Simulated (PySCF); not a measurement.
**Spinor energies of Ti⁺ (titanium, charge +1)**

Start: [Ar] 3d2 4s1; 3d5/2 filled at m_j = +3/2, +5/2; 4s1/2 filled at m_j = +1/2. Calculated with PySCF 2.14 in x2c-TZVPall-2c (6s7p4d1f, 54 functions): generalised Hartree-Fock with the X2C-1e Hamiltonian and a Gaussian nucleus; one run each with spin-orbit coupling (SO) switched off, then screened by Boettger's factors. This is a chosen level, not necessarily the ground level.

| spinor shell | electrons | ε, spin-free (eV) | ε, screened SO (eV) | weight of nominal j (screened SO) | rms radius, screened SO (bohr) |
| --- | --- | --- | --- | --- | --- |
| 1s1/2 | 2 | -5025.1 | -5025.1 | 1.000 | 0.0804 |
| 2s1/2 | 2 | -596.32 | -596.33 | 1.000 | 0.350 |
| 2p1/2 | 2 | -492.04 | -495.90 | 0.996 | 0.318 |
| 2p3/2 | 4 | -492.04 | -490.16 | 0.998 | 0.321 |
| 3s1/2 | 2 | -86.203 | -86.212 | 1.000 | 1.08 |
| 3p3/2 | 4 | -56.101 | -56.646 | 0.852 | 1.18 |
| 3p1/2 | 2 | -56.101 | -55.044 | 0.704 | 1.18 |
| 3d5/2 | 2 | -19.064 | -19.053 | 0.897 | 1.64 |
| 4s1/2 | 1 | -13.041 | -13.043 | 1.000 | 3.49 |

```tsv
quantity	spin-free	screened SO
E (hartree)	-852.52568	-852.53132
M_J	9/2	9/2
⟨J²⟩	24.754	24.754
⟨L²⟩	12.004	12.005
⟨S²⟩	3.750	3.751
```

Each row is a mean over spinors that exchange with the open shell spreads, by up to 7.405 eV (3p3/2).

Rows whose weight is well below 1 are mixtures of j = l ± 1/2: exchange outweighs spin-orbit coupling there, and the label is only the starting occupation.

Without spin-orbit coupling the j labels of p, d and f shells carry no meaning; the spin-free column gives the mean over the occupied spinors of each nl shell.
